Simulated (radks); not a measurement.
Values are calculated unless marked as measured or tabulated.
Task: Species: Dy56+. Configuration: [Ne]. Code: a radial shooting solver on a logarithmic mesh with Libxc functionals. Model: scalar-relativistic Kohn-Sham, r2SCAN, spin-polarised, spherical densities, finite nucleus; meta-GGA in the generalised Kohn-Sham scheme; Fermi nuclear charge, rms radius 5.2218 fm. Some entries of the table are withheld. Estimate them.

orbital  occ.  eigenvalue (eV)  <1/r> (bohr^-1)
1s          2        -58232.79            74.60
2s          2              (1)              (2)
2p          6        -12221.84              (3)

Result: 
(1) 2s eigenvalue (eV): -13191.82
(2) 2s <1/r> (bohr^-1): 17.66
(3) 2p <1/r> (bohr^-1): 16.37
